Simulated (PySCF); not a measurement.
## Electron correlation in F³⁺ (fluorine, charge +3)

[He] 2s2 2p2, high-spin 3P determinant. Computed with PySCF 2.14 in aug-cc-pwCVQZ (9s8p6d4f2g, 109 functions), with the non-relativistic Hamiltonian (point nucleus). Frozen: nothing; 6 electrons correlated.

MP2 pair energies summed by pair of shells (mhartree):

| pair | energy | share (%) |
| --- | --- | --- |
| 2s-2p | -53.75 | 37.0 |
| 1s-1s | -37.84 | 26.1 |
| 2s-2s | -26.38 | 18.2 |
| 1s-2p | -10.59 | 7.3 |
| 2p-2p | -8.45 | 5.8 |
| 1s-2s | -8.11 | 5.6 |

Total MP2 correlation energy: -145.12 mhartree.

Same-spin part -21.38 and opposite-spin part -123.73 mhartree; SCS-MP2 scales them by 1/3 and 6/5 to -155.61 mhartree.
